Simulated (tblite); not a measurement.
A geometry optimisation, step by step.

Species: C6H10BN.
Numbering: `[NH2:1][BH:2][C:3]1([C:4]2=[CH:5][CH2:6]2)[CH2:7][CH2:8]1` (hydrogens: H9, H10 on N1; H11 on B2; H12 on C5; H13, H14 on C6; H15, H16 on C7; H17, H18 on C8)

Computed with GFN2-xTB (tblite), gas phase: L-BFGS steps from a force-field or distance-geometry start until the largest atomic force falls under 0.01 eV/Å. 9 of its 167 geometries are shown.

Step 0: E = -597.2201 eV, largest atomic force 2.096 eV/Å
```
atom  x, y, z in Å  |  force x, y, z in eV/Å
N1     -0.987    1.646    1.568   -0.813  -0.441   0.097
B2     -1.343    0.363    0.829    0.045   1.636  -0.423
C3     -0.346   -0.311   -0.215    1.297   0.969   1.331
C4      1.106   -0.014   -0.133    0.591   0.197  -0.976
C5      2.314    0.187   -0.652   -1.424  -0.088  -1.123
C6      2.227    0.233    0.830    0.225  -0.170   0.846
C7     -0.986   -0.481   -1.576   -1.206  -0.619   0.544
C8     -0.644   -1.688   -0.704   -1.346  -0.358  -0.800
H9     -1.491    2.434    1.091    0.577  -0.971   0.692
H10    -1.299    1.660    2.571    0.303  -0.037  -1.386
H11    -2.513    0.183    0.637    0.323  -0.407   0.364
H12     2.890    0.259   -1.592   -0.458   0.002   1.289
H13     2.202    1.213    1.360    0.422  -0.937  -0.198
H14     2.649   -0.660    1.362   -0.371   1.086  -0.007
H15    -2.071   -0.198   -1.654    1.334  -0.237  -0.090
H16    -0.378   -0.282   -2.447   -0.142  -0.101   0.112
H17     0.109   -2.332   -1.156    0.003   0.195   0.628
H18    -1.448   -2.207   -0.132    0.640   0.280  -0.901
```

Step 21: E = -598.5872 eV, largest atomic force 0.502 eV/Å
```
atom  x, y, z in Å  |  force x, y, z in eV/Å
N1     -1.235    1.599    1.501    0.008  -0.026   0.068
B2     -1.449    0.406    0.828    0.292  -0.298   0.179
C3     -0.443   -0.172   -0.273   -0.112  -0.109  -0.113
C4      0.983    0.105   -0.147   -0.109   0.128  -0.100
C5      2.154    0.205   -0.709    0.045   0.144   0.140
C6      2.143    0.259    0.797   -0.048   0.040  -0.054
C7     -0.886   -0.499   -1.695   -0.160  -0.064  -0.017
C8     -0.680   -1.613   -0.730   -0.149  -0.032   0.002
H9     -0.720    2.412    1.204    0.325  -0.291   0.006
H10    -1.547    1.666    2.455   -0.327   0.356  -0.137
H11    -2.338   -0.248    1.277    0.339  -0.030  -0.249
H12     2.773    0.291   -1.569    0.001  -0.065   0.089
H13     2.302    1.203    1.314   -0.040   0.023  -0.063
H14     2.498   -0.589    1.379   -0.034  -0.026  -0.092
H15    -1.915   -0.282   -1.949    0.010   0.105   0.020
H16    -0.218   -0.353   -2.539    0.079  -0.058   0.375
H17     0.141   -2.320   -0.829   -0.039   0.391  -0.043
H18    -1.573   -2.063   -0.328   -0.082  -0.187  -0.012
```

Step 42: E = -598.9047 eV, largest atomic force 0.134 eV/Å
```
atom  x, y, z in Å  |  force x, y, z in eV/Å
N1     -1.145    1.538    1.460    0.003  -0.127  -0.043
B2     -1.404    0.313    0.883   -0.053  -0.024   0.013
C3     -0.419   -0.286   -0.192   -0.064   0.028   0.059
C4      0.988    0.056   -0.137   -0.026   0.041   0.074
C5      2.151    0.253   -0.688    0.028  -0.013   0.004
C6      2.129    0.313    0.809   -0.080  -0.012   0.056
C7     -0.974   -0.472   -1.596    0.021  -0.008   0.011
C8     -0.701   -1.669   -0.759   -0.022  -0.001  -0.021
H9     -0.317    2.068    1.253    0.029   0.097   0.077
H10    -1.757    1.966    2.133    0.095   0.094   0.003
H11    -2.400   -0.233    1.173   -0.014  -0.050  -0.039
H12     2.786    0.336   -1.530    0.062   0.003  -0.108
H13     2.214    1.270    1.316    0.004  -0.001   0.016
H14     2.524   -0.517    1.387    0.082   0.035   0.035
H15    -1.996   -0.171   -1.765   -0.005  -0.054  -0.041
H16    -0.299   -0.256   -2.410   -0.037  -0.019  -0.054
H17     0.145   -2.291   -1.010    0.016   0.018  -0.028
H18    -1.533   -2.212   -0.340   -0.040  -0.007  -0.013
```

Step 62: E = -598.9212 eV, largest atomic force 0.065 eV/Å
```
atom  x, y, z in Å  |  force x, y, z in eV/Å
N1     -1.062    1.497    1.499    0.013   0.007   0.020
B2     -1.427    0.326    0.869   -0.012  -0.020  -0.028
C3     -0.452   -0.296   -0.202    0.002  -0.002  -0.041
C4      0.957    0.056   -0.129   -0.019   0.027   0.013
C5      2.123    0.264   -0.674   -0.045  -0.025  -0.026
C6      2.080    0.372    0.822    0.018  -0.013   0.010
C7     -0.976   -0.496   -1.619   -0.004  -0.027  -0.017
C8     -0.707   -1.686   -0.772    0.005  -0.001  -0.002
H9     -0.182    1.956    1.325   -0.007  -0.011   0.030
H10    -1.620    1.969    2.190   -0.003   0.004  -0.003
H11    -2.472   -0.151    1.112    0.030  -0.008  -0.031
H12     2.756    0.319   -1.525    0.018   0.019   0.034
H13     2.145    1.343    1.306   -0.008   0.039  -0.051
H14     2.509   -0.420    1.429    0.004  -0.033   0.019
H15    -2.002   -0.228   -1.822    0.029   0.010   0.031
H16    -0.295   -0.283   -2.431   -0.015   0.006   0.015
H17     0.160   -2.288   -1.004   -0.022  -0.006   0.005
H18    -1.544   -2.247   -0.385    0.014   0.034   0.022
```

Step 83: E = -598.9374 eV, largest atomic force 0.066 eV/Å
```
atom  x, y, z in Å  |  force x, y, z in eV/Å
N1     -0.981    1.358    1.647   -0.042   0.044   0.008
B2     -1.432    0.389    0.776    0.011  -0.020   0.028
C3     -0.449   -0.244   -0.279   -0.007  -0.022   0.027
C4      0.959    0.101   -0.197   -0.016  -0.027   0.033
C5      2.156    0.242   -0.690   -0.020  -0.045  -0.044
C6      2.034    0.502    0.781    0.000   0.010  -0.023
C7     -0.983   -0.548   -1.672    0.011   0.036   0.007
C8     -0.738   -1.673   -0.739   -0.011  -0.009  -0.037
H9     -0.033    1.698    1.635   -0.029  -0.035   0.046
H10    -1.545    1.790    2.360    0.016  -0.011  -0.046
H11    -2.550    0.038    0.830   -0.010   0.019   0.007
H12     2.843    0.232   -1.499    0.003  -0.016  -0.009
H13     2.093    1.524    1.148    0.012   0.017   0.002
H14     2.412   -0.225    1.495    0.018   0.006  -0.012
H15    -2.004   -0.265   -1.876   -0.001   0.004  -0.034
H16    -0.308   -0.416   -2.504    0.016   0.014   0.002
H17     0.102   -2.325   -0.929    0.039   0.033   0.022
H18    -1.588   -2.171   -0.299    0.011   0.001   0.022
```

Step 104: E = -598.9604 eV, largest atomic force 0.046 eV/Å
```
atom  x, y, z in Å  |  force x, y, z in eV/Å
N1     -0.987    1.203    1.796    0.014   0.014   0.001
B2     -1.457    0.462    0.734   -0.019  -0.040  -0.011
C3     -0.462   -0.212   -0.284    0.000   0.005  -0.014
C4      0.951    0.111   -0.208    0.006   0.014   0.000
C5      2.147    0.152   -0.722   -0.008   0.009   0.011
C6      2.035    0.630    0.696    0.010   0.002   0.012
C7     -0.952   -0.555   -1.684   -0.005   0.007  -0.010
C8     -0.737   -1.654   -0.713   -0.014   0.008  -0.001
H9     -0.005    1.348    1.972   -0.009  -0.020  -0.019
H10    -1.578    1.652    2.475    0.008  -0.004  -0.001
H11    -2.616    0.331    0.599   -0.004  -0.009   0.007
H12     2.829    0.010   -1.522    0.011  -0.015   0.003
H13     2.109    1.695    0.911    0.000  -0.010  -0.011
H14     2.407    0.004    1.504    0.019   0.026   0.006
H15    -1.966   -0.284   -1.934    0.004   0.009  -0.004
H16    -0.250   -0.448   -2.497    0.013   0.017   0.002
H17     0.122   -2.296   -0.847   -0.039   0.000   0.009
H18    -1.599   -2.143   -0.287    0.012  -0.013   0.018
```

Step 124: E = -598.9646 eV, largest atomic force 0.046 eV/Å
```
atom  x, y, z in Å  |  force x, y, z in eV/Å
N1     -0.974    1.136    1.826    0.024   0.030   0.025
B2     -1.460    0.461    0.729   -0.024  -0.021  -0.023
C3     -0.462   -0.206   -0.289   -0.003  -0.001  -0.008
C4      0.953    0.104   -0.199   -0.001   0.006  -0.039
C5      2.153    0.117   -0.705    0.024  -0.005  -0.004
C6      2.025    0.698    0.673   -0.001  -0.004  -0.007
C7     -0.941   -0.546   -1.694   -0.006  -0.004  -0.008
C8     -0.762   -1.644   -0.714    0.002  -0.013  -0.002
H9      0.014    1.238    1.997   -0.015   0.002   0.019
H10    -1.545    1.575    2.528    0.003   0.000  -0.013
H11    -2.620    0.369    0.569    0.005  -0.002   0.022
H12     2.846   -0.080   -1.485   -0.010  -0.009   0.023
H13     2.084    1.776    0.805    0.010   0.012   0.010
H14     2.401    0.139    1.527   -0.003   0.012   0.002
H15    -1.944   -0.251   -1.964   -0.005  -0.004   0.015
H16    -0.224   -0.459   -2.497    0.008   0.009   0.014
H17     0.082   -2.307   -0.834    0.013  -0.011  -0.011
H18    -1.634   -2.113   -0.286   -0.020   0.003  -0.014
```

Step 145: E = -598.9716 eV, largest atomic force 0.040 eV/Å
```
atom  x, y, z in Å  |  force x, y, z in eV/Å
N1     -0.972    1.158    1.825    0.006  -0.024  -0.023
B2     -1.450    0.379    0.792    0.027   0.017   0.020
C3     -0.454   -0.255   -0.252   -0.016   0.027  -0.025
C4      0.963    0.047   -0.167    0.003   0.011   0.017
C5      2.177   -0.009   -0.637   -0.008   0.013   0.015
C6      2.013    0.761    0.641    0.011  -0.004  -0.019
C7     -0.946   -0.481   -1.681    0.012   0.011   0.030
C8     -0.771   -1.649   -0.788   -0.008  -0.002  -0.024
H9      0.011    1.341    1.946    0.001   0.010   0.004
H10    -1.545    1.594    2.528    0.000  -0.022  -0.027
H11    -2.604    0.189    0.698    0.002   0.005   0.008
H12     2.896   -0.316   -1.356   -0.030  -0.008   0.013
H13     2.069    1.848    0.622    0.006  -0.011  -0.004
H14     2.373    0.332    1.573   -0.019   0.000   0.014
H15    -1.948   -0.152   -1.914    0.015  -0.023  -0.011
H16    -0.230   -0.329   -2.476   -0.013  -0.003   0.010
H17     0.064   -2.312   -0.956    0.015   0.003  -0.035
H18    -1.654   -2.140   -0.407   -0.004   0.000   0.038
```

Step 166: E = -598.9742 eV, largest atomic force 0.009 eV/Å
```
atom  x, y, z in Å  |  force x, y, z in eV/Å
N1     -0.968    1.165    1.818    0.002   0.003   0.001
B2     -1.444    0.353    0.811    0.002  -0.001   0.001
C3     -0.455   -0.256   -0.253   -0.003   0.002  -0.002
C4      0.961    0.046   -0.162    0.000  -0.001   0.007
C5      2.184   -0.060   -0.599   -0.002  -0.001   0.002
C6      2.008    0.779    0.633   -0.002  -0.001  -0.003
C7     -0.960   -0.455   -1.681   -0.002   0.005   0.000
C8     -0.764   -1.641   -0.817    0.006   0.002   0.004
H9      0.009    1.394    1.911    0.003  -0.003  -0.003
H10    -1.541    1.586    2.528   -0.004  -0.003  -0.001
H11    -2.593    0.121    0.755    0.000   0.001  -0.001
H12     2.907   -0.423   -1.286    0.003   0.001   0.002
H13     2.090    1.861    0.560   -0.004  -0.007   0.000
H14     2.331    0.390    1.597    0.002   0.002  -0.005
H15    -1.966   -0.131   -1.899   -0.009  -0.003   0.000
H16    -0.255   -0.281   -2.480    0.005   0.003   0.000
H17     0.078   -2.287   -1.019    0.005  -0.006   0.001
H18    -1.632   -2.152   -0.429   -0.001   0.007  -0.001
```

**Question.** Summarise the path.

**Answer.** The energy falls by 1.7540 eV from step 0 to step 166; nine tenths of that is first reached at step 27. It rises by more than 0.2 meV at steps 18 and 93. The largest force goes from 2.096 to 0.009 eV/Å. Among the bonds N1–B2 changes most, from 1.523 to 1.378 Å; the atoms move by 0.668 Å rms after alignment.

**Question.** Follow the three bonds and two angles with the largest change from start to end.

**Answer.** 
```
step  E above end (eV)  largest force (eV/Å)  N1–B2 (Å)  C7–C8 (Å)  N1–H10 (Å)  B2–N1–H9 (°)  B2–N1–H10 (°)
   0            1.7540                 2.096      1.523      1.528       1.051         107.4          113.8
   7            1.1883                 0.404      1.468      1.485       1.019         106.4          115.0
  14            1.0426                 1.162      1.440      1.472       1.014         123.9          110.5
  22            0.2967                 0.444      1.383      1.481       1.007         125.2          119.1
  29            0.1524                 0.214      1.378      1.485       1.006         124.5          123.7
  36            0.1045                 0.403      1.379      1.488       1.007         124.8          123.7
  43            0.0663                 0.103      1.379      1.487       1.005         122.6          123.5
  51            0.0614                 0.039      1.380      1.485       1.006         123.1          124.3
  58            0.0578                 0.087      1.380      1.484       1.006         122.5          123.8
  65            0.0515                 0.041      1.380      1.484       1.006         122.7          124.7
  72            0.0484                 0.078      1.379      1.485       1.006         122.6          124.8
  79            0.0415                 0.083      1.379      1.484       1.004         121.8          125.1
  87            0.0335                 0.064      1.380      1.483       1.005         122.9          124.2
  94            0.0233                 0.098      1.378      1.483       1.006         122.9          123.9
 101            0.0149                 0.052      1.379      1.482       1.006         123.2          123.8
 108            0.0126                 0.043      1.379      1.482       1.005         122.7          124.3
 115            0.0113                 0.044      1.378      1.482       1.006         122.4          124.5
 123            0.0099                 0.035      1.377      1.482       1.006         122.0          124.7
 130            0.0080                 0.043      1.377      1.482       1.005         122.6          124.2
 137            0.0069                 0.036      1.378      1.481       1.005         122.5          124.3
 144            0.0029                 0.048      1.379      1.481       1.006         121.9          124.9
 152            0.0008                 0.024      1.378      1.480       1.006         122.6          124.2
 159            0.0003                 0.020      1.378      1.480       1.006         122.4          124.4
 166            0.0000                 0.009      1.378      1.480       1.005         122.4          124.5
```

The cost below is that of the whole relaxation. On Arm Neoverse N1, one thread, on a shared host, this took 1.7 s wall.
